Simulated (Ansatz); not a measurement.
Consider the redistribution: `[F][Cd][O][SiH3]` + `BOCN` → `[NH2][Cd][O][SiH3]` + `BOCF`.

Calculated with Ansatz (gas phase, PBE0-D4/def2-TZVP geometries, no zero-point term in ΔE). CCSD(T)/CBS adds triple-zeta CCSD(T) − MP2 to the extrapolated MP2 energy (def2 sets, frozen cores). DFT in def2-TZVPP. Elements past krypton have def2 core potentials. For Cd outer-core shells are correlated without core-valence functions, which leaves a few kJ/mol of doubt a bond. One conformer a species, not always the lowest.

CCSD(T)/CBS gives +53.7 kJ/mol.

**Question.** Another level gave +47.7 kJ/mol. Which?
A. CCSD/def2-TZVPP
B. r2SCAN-D4/def2-TZVPP
C. RPA@PBE/def2-TZVPP
D. LC-ωPBE/def2-TZVPP

**Answer.** A. CCSD/def2-TZVPP 47.7, r2SCAN-D4 53.4, LC-ωPBE 61.4, RPA@PBE/def2-TZVPP 43.5 kJ/mol.

**Question.** What do rigid-rotor, harmonic-oscillator terms from PBE0-D4/def2-TZVP frequencies (298.15 K, 1 bar) make of the CCSD(T)/CBS value? (Best estimate.)

**Answer.** The calculation gave: ΔZPE = -4.6 kJ/mol, ΔH = +50.6 kJ/mol, ΔS = 18 J/(mol·K), ΔG = +45.1 kJ/mol. Modes under 50 cm⁻¹ make the entropy rough.

Largest T1 diagnostic among the species: 0.016.

In def2-TZVPP, CCSD(T) changes the Hartree–Fock value by −12.4 kJ/mol (the triples alone add −2.0 kJ/mol) and MP2 by −16.1 kJ/mol. Leaving LDA and LC-ωPBE aside and taking each functional with its dispersion term where it has one, the values, not all of them listed here, spread over 7.0 kJ/mol, from PBE-QIDH to B97M-V. LDA lies −7.4 kJ/mol from PBE without D4.
